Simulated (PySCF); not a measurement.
An equivalent PySCF input for Br²⁺ (bromine, charge +2), [Ar] 3d10 4s2 4p3, high-spin 4S determinant, with a scalar-relativistic core potential:

```python
from pyscf import gto, scf, dft, mp, cc
import basis_set_exchange as bse
txt = bse.get_basis("aug-cc-pVDZ-PP", elements=["Br"], fmt="nwchem", header=False)
cut = txt.index("\nECP")
mol = gto.M(atom="Br 0 0 0", charge=2, spin=3, symmetry="D2h",
            basis=gto.basis.parse(txt[:cut]),
            ecp={"Br": gto.basis.parse_ecp(txt[cut:])})
mf = dft.UKS(mol, xc="TPSS")
mf.irrep_nelec = {'Ag': (4, 4), 'B1g': (1, 1), 'B2g': (1, 1), 'B3g': (1, 1), 'B1u': (2, 1), 'B2u': (2, 1), 'B3u': (2, 1)}
mf.kernel()
```

It reaches the same state as the run whose output follows, with an energy that differs only through the grid. The run itself started from symmetry-adapted Hartree-Fock orbitals and held the occupation by maximum overlap, on a logarithmic radial grid, so the iterations belong to that start.

```
SCF conv_tol = 1e-09
number electrons alpha = 13  beta = 10
XC functionals = TPSS
    J. Tao, J. P. Perdew, V. N. Staroverov, and G. E. Scuseria.,  Phys. Rev. Lett. 91, 146401 (2003)
    J. P. Perdew, J. Tao, V. N. Staroverov, and G. E. Scuseria.,  J. Chem. Phys. 120, 6898 (2004)
    J. Tao, J. P. Perdew, V. N. Staroverov, and G. E. Scuseria.,  Phys. Rev. Lett. 91, 146401 (2003)
    J. P. Perdew, J. Tao, V. N. Staroverov, and G. E. Scuseria.,  J. Chem. Phys. 120, 6898 (2004)
cycle= 1 E= -415.493265050371  delta_E= -0.00531  |g|= 0.0361  |ddm|= 0.187
cycle= 2 E= -415.493461771686  delta_E= -0.000197  |g|= 0.0126  |ddm|= 0.0426
cycle= 3 E= -415.493495637494  delta_E= -3.39e-05  |g|= 0.000563  |ddm|= 0.0199
cycle= 4 E= -415.493495765973  delta_E= -1.28e-07  |g|= 1.51e-06  |ddm|= 0.00181
cycle= 5 E= -415.493495765974  delta_E= -7.96e-13  |g|= 1.55e-08  |ddm|= 3.17e-06
converged SCF energy = -415.493495765974  <S^2> = 3.7503219  2S+1 = 4.000161
```

Energies and moments cover only the electrons outside the core potential.
